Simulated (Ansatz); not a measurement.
Reaction (isomerisation): `CB(F)O[SiH3]` → `CBO[SiH2]F`

Program: Ansatz. Geometries: PBE0-D4/def2-TZVP. ΔE: electronic, gas phase. CCSD(T)/CBS is the MP2 limit (def2-TZVPP, def2-QZVPP) plus CCSD(T) − MP2 in def2-TZVPP, frozen cores. Functionals use def2-TZVPP. Each species was taken in one conformer, which may not be the lowest.

```csv
level,ΔE (kcal/mol),difference from CCSD(T)/CBS
PBE-D4,2.8,2.4
r2SCAN-D4,2.1,1.7
PBE0-D4,2.6,2.2
ωB97X-V,1.7,1.3
ωB97M-V,1.6,1.2
B2PLYP,1.1,0.7
PBE,2.6,2.2
PBE0,2.5,2.1
HF/def2-TZVPP,1.4,1.0
MP2/def2-TZVPP,0.5,0.1
SCS-MP2/def2-TZVPP,0.5,0.1
CCSD(T)/def2-TZVPP,1.5,1.1
HF/def2-QZVPP,0.8,0.4
HF/CBS(def2),0.7,0.3
MP2/CBS(def2),-0.5,-0.9
CCSD/CBS(def2),0.3,-0.1
CCSD(T)/CBS,0.4,0
```

Largest T1 diagnostic among the species: 0.012.
